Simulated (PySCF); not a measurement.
thallium atom (Tl), doublet (core potentials on Tl); M062X/def2-SV(P) run with PySCF.

Input for PySCF:
```python
from pyscf import gto, scf, dft

mol = gto.M(
    atom='''
Tl    0.000000    0.000000    0.000000
''',
    basis='def2-sv(p)',
    ecp={'Tl': 'def2-sv(p)'},
    charge=0,
    spin=1,
    verbose=4,
)

mf = dft.UKS(mol)
mf.xc = 'm062x'
mf.kernel()
mf.analyze()
```

It wrote (shortened):

```
PySCF version 2.14.0

[INPUT] verbose = 4
[INPUT] num. atoms = 1
[INPUT] num. electrons = 21
[INPUT] charge = 0
[INPUT] spin (= nelec alpha-beta = 2S) = 1
[INPUT] symmetry False subgroup None
[INPUT] Mole.unit = angstrom
[INPUT] Symbol           X                Y                Z      unit          X                Y                Z       unit  Magmom
[INPUT]  1 Tl     0.000000000000   0.000000000000   0.000000000000 AA    0.000000000000   0.000000000000   0.000000000000 Bohr   0.0

nuclear repulsion = 0
number of shells = 10
number of NR pGTOs = 61
number of NR cGTOs = 26
basis = def2-sv(p)
ecp = {'Tl': 'def2-sv(p)'}

******** <class 'pyscf.dft.uks.UKS'> ********
method = UKS
initial guess = minao
damping factor = 0
level_shift factor = 0
DIIS = <class 'pyscf.scf.diis.CDIIS'>
diis_start_cycle = 1
diis_space = 8
diis_damp = 0
SCF conv_tol = 1e-09
SCF conv_tol_grad = None
SCF max_cycles = 50
direct_scf = True
direct_scf_tol = 1e-13
number electrons alpha = 11  beta = 10
XC library pyscf.dft.libxc version 7.1.2
    S. Lehtola, C. Steigemann, M. J. T. Oliveira, and M. A. L. Marques,  SoftwareX 7, 1–5 (2018)
XC functionals = m062x
    Y. Zhao and D. G. Truhlar,  Theor. Chem. Acc. 120, 215 (2008)
    Y. Zhao and D. G. Truhlar,  Theor. Chem. Acc. 120, 215 (2008)
radial grids:
    Treutler-Ahlrichs [JCP 102, 346 (1995); DOI:10.1063/1.469408] (M4) radial grids

becke partition: Becke, JCP 88, 2547 (1988); DOI:10.1063/1.454033
pruning grids: <function nwchem_prune>
grids dens level: 3
symmetrized grids: False
atomic radii adjust function: <function treutler_atomic_radii_adjust>
small_rho_cutoff = 0
Set gradient conv threshold to 3.16228e-05
tot grids = 22928
init E= -150.581686081331

cycle= 1 E= -172.044636386219  delta_E= -21.5  |g|= 0.793  |ddm|= 8.48
cycle= 2 E= -172.280778223309  delta_E= -0.236  |g|= 0.492  |ddm|= 2.64
cycle= 3 E= -172.379941555724  delta_E= -0.0992  |g|= 0.0158  |ddm|= 0.719
cycle= 4 E= -172.380351771813  delta_E= -0.00041  |g|= 0.00445  |ddm|= 0.0969
cycle= 5 E= -172.380376400156  delta_E= -2.46e-05  |g|= 0.000676  |ddm|= 0.0145
cycle= 6 E= -172.380377444999  delta_E= -1.04e-06  |g|= 0.000142  |ddm|= 0.00376
cycle= 7 E= -172.380377503027  delta_E= -5.8e-08  |g|= 6.73e-06  |ddm|= 0.0012
cycle= 8 E= -172.38037750312  delta_E= -9.26e-11  |g|= 7.09e-07  |ddm|= 4.93e-05
Extra cycle  E= -172.38037750312  delta_E= -7.11e-13  |g|= 1.6e-07  |ddm|= 2.62e-06
converged SCF energy = -172.38037750312  <S^2> = 0.75426421  2S+1 = 2.0042597
**** SCF Summaries ****
Total Energy =                        -172.380377503120229
Nuclear Repulsion Energy =               0.000000000000000
One-electron Energy =                 -301.619739064994292
Two-electron Energy =                  129.239361561874063
Two-electron Coulomb Energy =          144.069047526801029
DFT Exchange-Correlation Energy =      -14.829685964926968
**** MO energy ****
                             alpha | beta                alpha | beta
MO #1   energy= -5.18794696454316  | -5.18752062141187  occ= 1 | 1
MO #2   energy= -3.12859805446827  | -3.12919905666058  occ= 1 | 1
MO #3   energy= -3.12859805402885  | -3.1291990565036   occ= 1 | 1
MO #4   energy= -3.11844653291501  | -3.11660139875844  occ= 1 | 1
MO #5   energy= -0.722966694642354 | -0.722499943494769 occ= 1 | 1
MO #6   energy= -0.722966694521199 | -0.722499943392526 occ= 1 | 1
MO #7   energy= -0.715758625664176 | -0.70925982295939  occ= 1 | 1
MO #8   energy= -0.715758625445383 | -0.709259822700651 occ= 1 | 1
MO #9   energy= -0.713864141478884 | -0.705302153296293 occ= 1 | 1
MO #10  energy= -0.428320527060201 | -0.384967154376659 occ= 1 | 1
MO #11  energy= -0.15277171514538  | -0.0407039013112259 occ= 1 | 0
MO #12  energy= -0.0297985301883775 | -0.0407033900406725 occ= 0 | 0
MO #13  energy= -0.0297977325533339 | -0.0366905107180951 occ= 0 | 0
MO #14  energy= 0.184426632831099  | 0.154899215675763  occ= 0 | 0
MO #15  energy= 0.226322209130432  | 0.220303873698579  occ= 0 | 0
MO #16  energy= 0.236300096994937  | 0.220304808165131  occ= 0 | 0
MO #17  energy= 0.236302149568047  | 0.225670277566291  occ= 0 | 0
MO #18  energy= 0.355454487959392  | 0.350751300788311  occ= 0 | 0
MO #19  energy= 0.355454493154434  | 0.350751302904365  occ= 0 | 0

spin_pop of  0 Tl 5s        0.00003
spin_pop of  0 Tl 6s       -0.00029
spin_pop of  0 Tl 7s        0.00206
spin_pop of  0 Tl 8s       -0.00164
spin_pop of  0 Tl 5px       0.00050
spin_pop of  0 Tl 5py       0.00000
spin_pop of  0 Tl 5pz       0.00002
spin_pop of  0 Tl 6px       0.03629
spin_pop of  0 Tl 6py      -0.00052
spin_pop of  0 Tl 6pz       0.00089
spin_pop of  0 Tl 7px       0.02052
spin_pop of  0 Tl 7py       0.00040
spin_pop of  0 Tl 7pz       0.00117
spin_pop of  0 Tl 8px       0.90290
spin_pop of  0 Tl 8py       0.00165
spin_pop of  0 Tl 8pz       0.03617
spin_pop of  0 Tl 5dxy     -0.00508
spin_pop of  0 Tl 5dyz     -0.01236
spin_pop of  0 Tl 5dz^2    -0.01097
spin_pop of  0 Tl 5dxz     -0.01182
spin_pop of  0 Tl 5dx2-y2   -0.00159
spin_pop of  0 Tl 6dxy      0.00505
spin_pop of  0 Tl 6dyz      0.01235
spin_pop of  0 Tl 6dz^2     0.01086
spin_pop of  0 Tl 6dxz      0.01182
spin_pop of  0 Tl 6dx2-y2    0.00159
In total            11.00000 | 10.00000
Dipole moment(X, Y, Z, Debye):  0.00000, -0.00000,  0.00000
```
